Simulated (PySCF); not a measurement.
SMILES c1cc(ccc1)N, B3LYP/def2-SVP optimised geometry.

```
14

N     -1.44     1.88     0.00
C     -0.73     0.69     0.00
C     -1.39    -0.55     0.05
C     -0.67    -1.75     0.10
C      0.73    -1.74     0.10
C      1.39    -0.51     0.05
C      0.68     0.69     0.00
H     -0.95     2.70    -0.35
H     -2.40     1.83    -0.32
H     -2.49    -0.58     0.05
H     -1.21    -2.70     0.14
H      1.29    -2.68     0.14
H      2.49    -0.48     0.05
H      1.22     1.64    -0.04
```

Density from B3LYP/def2-TZVP (PySCF) at that geometry.

Minimum of the electron density along straight lines between bonded atoms, close to the bond critical point (lines longer than 1.1 times the sum of covalent radii, or with two minima, are not listed):

| bond | length / Å | ρ at the minimum / e bohr⁻³ | ∇²ρ there / e bohr⁻⁵ | position (fraction from the first atom) |
|---|---|---|---|---|
| N1–C2 | 1.389 | 0.309 | -0.97 | 0.61 |
| C2–C3 | 1.410 | 0.310 | -0.90 | 0.52 |
| C3–C4 | 1.395 | 0.316 | -0.92 | 0.50 |
| C4–C5 | 1.399 | 0.315 | -0.92 | 0.51 |
| C5–C6 | 1.399 | 0.315 | -0.92 | 0.50 |
| C2–C7 | 1.410 | 0.310 | -0.90 | 0.52 |
| C6–C7 | 1.395 | 0.316 | -0.92 | 0.50 |
| N1–H8 | 1.013 | 0.338 | -1.65 | 0.74 |
| N1–H9 | 1.013 | 0.338 | -1.65 | 0.74 |
| C3–H10 | 1.094 | 0.278 | -0.96 | 0.64 |
| C4–H11 | 1.094 | 0.281 | -0.99 | 0.64 |
| C5–H12 | 1.092 | 0.280 | -0.98 | 0.64 |
| C6–H13 | 1.094 | 0.281 | -0.99 | 0.64 |
| C7–H14 | 1.094 | 0.278 | -0.96 | 0.64 |
